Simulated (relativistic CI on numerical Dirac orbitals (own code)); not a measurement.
Method of calculation: Dirac-Coulomb-Breit CI, separate exchange-only KLI orbitals for each configuration, a model potential for QED, unscaled Slater integrals (own radial code, finite nucleus).

Configurations in the expansion (outside the closed core 1s2): 2s2 2p5, 2s 2p6, 2p6 3s, 2p6 3p, 2p6 3d, 2s2 2p4 3s, 2s2 2p4 3p, 2s2 2p4 3d, 2s 2p5 3s, 2s 2p5 3p, 2s 2p5 3d, 2s2 2p4 4s, 2s2 2p4 4p, 2s2 2p4 4d, 2s2 2p4 4f, 2s 2p5 4s, 2s 2p5 4p, 2s 2p5 4d, 2s 2p5 4f, 2s2 2p3 3s2, 2s2 2p4 5s, 2s2 2p3 3s 3p, 2s2 2p4 5p, 2s2 2p4 5d, 2s2 2p4 5f, 2s2 2p4 5g, 2s2 2p3 3p2, 2s2 2p3 3s 3d, 2s2 2p3 3p 3d, 2s 2p4 3s2, 2s2 2p3 3d2, 2s 2p4 3s 3p, 2s 2p5 5s, 2s 2p4 3p2, 2s 2p4 3s 3d, 2s 2p5 5p. Levels of other configurations are missing.

At this charge energies of transitions that change n are usually good to better than 1 %, and those within a shell (Δn = 0) to a few per cent.

Outline of the computed level scheme of Tc XXXV. Lowest level of each configuration: 2s2 2p5 2P°_3/2 at 0.00 eV; 2s 2p6 2S_1/2 at 349.86 eV; 2s2 2p4 3s 4P_5/2 at 2595.83 eV; 2s2 2p4 3p 4P°_3/2 at 2658.49 eV; 2s2 2p4 3d 4D_3/2 at 2766.71 eV.

Some strong electric-dipole decays among the lowest 45 levels: 2s2 2p4 3d 2D_5/2 → 2s2 2p5 2P°_3/2 (1.1e+14 s⁻¹); 2s2 2p4 3d 2D_5/2 → 2s2 2p5 2P°_3/2 (9.7e+13 s⁻¹); 2s2 2p4 3d 2D_3/2 → 2s2 2p5 2P°_3/2 (8.5e+13 s⁻¹); 2s2 2p4 3d 2P_1/2 → 2s2 2p5 2P°_3/2 (7.5e+13 s⁻¹); 2s2 2p4 3d 2D_3/2 → 2s2 2p5 2P°_3/2 (6.1e+13 s⁻¹); 2s2 2p4 3d 4F_5/2 → 2s2 2p5 2P°_3/2 (5.0e+13 s⁻¹); 2s2 2p4 3s 2P_3/2 → 2s2 2p5 2P°_3/2 (2.0e+13 s⁻¹); 2s2 2p4 3s 2S_1/2 → 2s2 2p5 2P°_1/2 (1.6e+13 s⁻¹).

LS names give the leading component of a level, which can be under half, so a name can repeat, a term be missing and a line seem to break the LS rules.
